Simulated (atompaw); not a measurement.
# Pseudopotential generation for xenon (Xe): PAW (atompaw), PBE, scalar-relativistic.

```json
{"Element": "xenon (Xe)", "Generator": "atompaw 4.2.0.5", "Type": "PAW", "Functional": "PBE", "Relativity": "scalar-relativistic", "Frozen core": "[Kr] 4d10", "Valence charge": "8", "Reference configuration": "5s2 5p6", "Partial waves": "5s (bound): rc 1.80 bohr; 5s channel at -1.1 Ry: rc 2.10 bohr; 5p (bound): rc 2.10 bohr; 5p channel at 0.3 Ry: rc 1.90 bohr; 5d channel at 0.1 Ry: rc 2.10 bohr; 5d channel at 1.35 Ry: rc 2.10 bohr", "Local potential": "troulliermartins scheme with l = 3 at -0.5 Ry, radius 1.50 bohr", "Core correction": "smooth core density matched at 1.85 bohr", "Augmentation charge": "besselshape compensation charge, radius 1.65 bohr; PAW radius 2.10 bohr; waves and projectors: custom rrkj gramschmidtortho"}
```

Question: Does the generator finish with these settings?

Answer: No. atompaw 4.2.0.5 stopped with "atompaw: The overlap operator has at least one negative eigenvalue!": the overlap operator built from these waves and projectors is not positive definite.
